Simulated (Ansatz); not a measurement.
Two shapes of singlet ZnCl2.

Shape 1:

```xyz
3

Cl    0.0000    0.0000   -2.0970
Zn    0.0000    0.0000    0.0000
Cl    0.0000    0.0000    2.0970
```

Shape 2:

```xyz
3

Cl    0.0000    0.0000   -2.2648
Zn    0.0000    0.0000    0.0000
Cl    0.0000    0.0000    2.2648
```

Basis set: def2-TZVP (spherical functions). Correlated methods keep 15 orbitals frozen. Charge 0, multiplicity 1.

Computed with Ansatz (development build ahead of 0.2.0); each method stands on the lowest determinant of its kind that the runs found.

(1) Which shape is lower in energy, and by how much in each method?

## Answers

(1)

```csv
method,E(2) − E(1) (eV)
RHF,0.248
RHF-MP2,0.442
```

Shape 1 is lower.
